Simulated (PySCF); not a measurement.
In(Cl)2(SiH3) (Cl₂H₃InSi), SMILES [SiH3][In]([Cl])[Cl]. Atoms are numbered in the order given.

```xyz
7

In     0.0020    -0.0014     0.0071
Cl    -1.9747    -1.2579    -0.3470
Cl    -0.1357     2.0960    -1.0858
Si     2.0377    -0.8077     1.3699
H      2.6356     0.3588     2.0744
H      3.0202    -1.3898     0.4135
H      1.5924    -1.8399     2.3446
```

The structure is a stationary point at B3LYP-D3(BJ)/def2-SVP. The structure was generated by enumeration; whether it is a known compound was not checked. The def2 effective core potentials stand for the cores of In; spin–orbit coupling is left out.

These are IEF-PCM-PBE0/def2-SVP in PySCF values and carry that method's errors.

The values are the electrostatic part of the solvation free energy, E(continuum) − E(gas) at the gas-phase geometry, in a cavity of scaled van der Waals radii (PySCF's table); cavitation and dispersion terms are not included. A continuum can't describe solvent molecules that bind to the metal. In vacuum the orbital gap is 6.14 eV. The dipole moment in vacuum is 3.95 D.

Computed values in water (ε = 78.36), ethanol (ε = 24.85), 2-propanol (ε = 19.26):
```
solvent         ε  ΔG(elec) (kcal/mol)  dipole (D)  gap (eV)
----------  -----  -------------------  ----------  --------
water       78.36                 -8.5        5.16      6.50
ethanol     24.85                 -8.1        5.11      6.50
2-propanol  19.26                 -8.0        5.09      6.50
```
